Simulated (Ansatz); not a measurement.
Basis-set series for CH3ClSn (`[CH3][Sn][Cl]`). Charge 0, multiplicity 1. Sn: def2 effective core potential. The geometry is a stationary point of PBE0-D4/def2-TZVP.

```
functional       basis  functions  energy (Eh)  HOMO (eV)  LUMO (eV)
   PBE0-D4    def2-SVP         73   -714.08445      -6.57      -2.63
   PBE0-D4  def2-TZVPP        165   -714.29840      -6.69      -2.72
   ωB97M-V    def2-SVP         73   -714.17754      -8.60      -0.80
   ωB97M-V  def2-TZVPP        165   -714.39415      -8.74      -0.97
```

Task: Give the rows for def2-QZVPP. (Best estimate.)

Result: Ansatz gave: 
| functional | basis | functions | energy (Eh) | HOMO (eV) | LUMO (eV) |
| --- | --- | --- | --- | --- | --- |
| PBE0-D4 | def2-QZVPP | 299 | -714.31636 | -6.72 | -2.74 |
| ωB97M-V | def2-QZVPP | 299 | -714.41168 | -8.78 | -1.01 |
